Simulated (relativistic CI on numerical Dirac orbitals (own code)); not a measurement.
# Mo¹⁴⁺: q coefficients and field-shift factors

Calculated at this level of theory: Dirac-Coulomb-Breit CI, orbitals from a KLI potential per configuration, derivatives by finite differences, unscaled Slater integrals, QED left out (own radial code, finite nucleus).

Configurations in the expansion (outside the closed core [Ar]): 3d10, 3d9.4s, 3d9.4p, 3d9.4d, 3d8.4s2, 3d8.4s.4p, 3d9.4f, 3d8.4p2. Levels of other configurations are missing.

With x = (α/α₀)² − 1 an excitation energy changes as ω = ω₀ + qx; K = 2q/ω₀ is the relative enhancement. Terms are leading LS components, so labels can repeat. The field-shift factor is F = δν/δ⟨r²⟩ for the transition from the lowest level.

Lowest level 3d10 1S_0.

```
       Level  ω₀ (cm⁻¹)  q (cm⁻¹)  F (GHz/fm²)
 3d9.4s 3D_3    1689761    -81940         45.9
 3d9.4s 3D_2    1694890    -80740         45.7
 3d9.4s 3D_1    1716437    -55480           46
 3d9.4s 1D_2    1721331    -56220         45.8
3d9.4p 3P°_2    1928412    -67410         6.72
3d9.4p 3F°_3    1934627    -70280         6.76
3d9.4p 3F°_2    1957012    -43900         6.87
3d9.4p 3P°_1    1958782    -36110         6.62
3d9.4p 3F°_4    1962681    -35470          6.3
3d9.4p 1D°_2    1973540    -38630         6.41
3d9.4p 3D°_3    1977908    -35300         6.32
3d9.4p 1P°_1    1978929    -38940         6.63
3d9.4p 3P°_0    1979734     -8882         6.47
```

At this charge energies of transitions that change n are usually good to better than 1 %, and those within a shell (Δn = 0) to a few per cent.

Q: Which transition from the lowest level has the largest |K|?

A: 3d9.4s 3D_3 at 1689761 cm⁻¹, K = -0.097.
